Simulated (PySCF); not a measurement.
HBCl (SMILES [BH]Cl), doublet, geometry from GFN2-xTB. Base run: B3LYP/def2-SV(P) in PySCF.

Here is a job for PySCF.
```python
from pyscf import gto, scf, dft

mol = gto.M(
    atom='''
B    -1.11910595    0.43366543    0.05067460
Cl    0.44881581   -0.11025720   -0.01488399
H    -2.03433907   -0.29395469   -0.00034516
''',
    basis='def2-sv(p)',
    spin=1,
    verbose=4,
)

mf = dft.UKS(mol)
mf.xc = 'b3lyp'
mf.kernel()
mf.analyze()
```

The base run was repeated with changes; each row names its change, and settings that it needs were set with it.

```csv
change,ΔE vs base (mEh),SCF cycles,<S^2>,outcome
base,0.000,9,0.752,converged
conv_tol = 1e-6,0.000,7,0.752,converged
DIIS = ADIIS,0.000,13,0.752,converged
DIIS = EDIIS,-,50,-,not converged
level_shift = 0.1 (with mf.max_cycle = 100),0.000,10,0.752,converged
conv_tol = 1e-12,0.000,11,0.752,converged
solver = newton; init_guess = 1e,0.000,-,0.752,converged
conv_tol = 1e-11,0.000,11,0.752,converged
level_shift = 1.0 (with mf.max_cycle = 100),0.000,31,0.752,converged
diis = off; damp = 0.6 (with mf.diis_start_cycle = 200; with mf.max_cycle = 150),0.000,24,0.752,converged
init_guess = sap,0.000,11,0.752,converged
conv_tol = 1e-4,0.000,5,0.752,converged
level_shift = 0.3 (with mf.max_cycle = 100),0.000,15,0.752,converged
```

Open shells are given as the SCF converged; they aren't shown to be the lowest states, and a large step between rows can be another state.
